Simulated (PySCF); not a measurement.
C7H9N.
SMILES: `NCC1=C[C@@H]2[C@@H]3[C@H]1[C@H]23`

The closed-shell ground state was solved at several levels (PySCF, density fitting, gas phase, non-relativistic). One conformer (not necessarily the lowest) at the GFN2-xTB geometry, without solvent, vibrations or thermal averaging.

```tsv
level	basis functions	HOMO (eV)	LUMO (eV)	gap (eV)	dipole (D)
PBE0/def2-SVPD	232	-6.09	0.23	6.32	2.03
wB97X-D/def2-SVPD	232	-7.93	2.02	9.95	2.09
```

Question: Estimate the row for PBE0/pcSseg-1, a basis of 181 functions; the other rows only guide the guess.

Answer: HOMO -6.05 eV, LUMO 0.32 eV, gap 6.37 eV, dipole 2.07 D.

Question: Over all these levels, which gives the widest orbital gap and which the narrowest?

Answer: wB97X-D/def2-SVPD (range-separated hybrid) has the widest, 9.95 eV, and PBE0/def2-SVPD (global hybrid, 25 % exact exchange) the narrowest, 6.32 eV. The two share the basis. From the narrowest to the widest the HOMO moves by -1.84 eV and the LUMO by +1.79 eV.

Question: How far do the dipole and the HOMO energy spread over the levels?

Answer: The dipole runs from 2.03 to 2.09 D (mean 2.06 D) and the HOMO from -7.93 to -6.05 eV.
